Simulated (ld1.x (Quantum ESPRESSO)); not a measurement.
## Reading a pseudo-wave (chlorine)

Columns: radius, all-electron u(r) and pseudo u(r) of the 3s shell (level -20.69 eV) of chlorine in the configuration [Ne] 3s2 3p5; PBE, scalar-relativistic, TM semilocal scheme, ld1.x (Quantum ESPRESSO) 7.5.

| r (bohr) | all-electron | pseudo |
| --- | --- | --- |
| 0.072 | 0.1925 | 0.1133 |
| 0.145 | -0.1054 | 0.2087 |
| 0.217 | -0.3444 | 0.2694 |
| 0.290 | -0.4348 | 0.2933 |
| 0.362 | -0.3972 | 0.2899 |
| 0.435 | -0.2765 | 0.2769 |
| 0.507 | -0.1153 | 0.2722 |
| 0.580 | 0.0620 | 0.2886 |
| 0.652 | 0.2322 | 0.3355 |
| 0.725 | 0.3890 | 0.4183 |
| 0.798 | 0.5244 | 0.5274 |
| 0.870 | 0.6352 | 0.6352 |
| 0.942 | 0.7237 | 0.7237 |
| 1.015 | 0.7917 | 0.7917 |
| 1.088 | 0.8396 | 0.8396 |
| 1.160 | 0.8693 | 0.8693 |
| 1.232 | 0.8842 | 0.8842 |
| 1.305 | 0.8865 | 0.8865 |
| 1.378 | 0.8781 | 0.8781 |
| 1.450 | 0.8616 | 0.8616 |
| 1.522 | 0.8386 | 0.8386 |
| 1.595 | 0.8102 | 0.8102 |
| 1.668 | 0.7781 | 0.7781 |
| 1.740 | 0.7441 | 0.7441 |
| 1.812 | 0.7084 | 0.7084 |
| 1.885 | 0.6715 | 0.6715 |

Question: How many radial nodes do the two functions have?

Answer: The all-electron 3s function has n − l − 1 = 2; the pseudo-wave has 0, since the states of the same l below it are removed with the core.

Question: At about which radius was the pseudo-wave matched?

Answer: 0.90 bohr, where the columns begin to agree (steps of 0.07 bohr).

Question: Is the pseudo-wave norm-conserving?

Answer: Yes: the TM semilocal scheme keeps the norm inside the radius equal to the all-electron one, which fixes the energy derivative of the logarithmic derivative at the level.
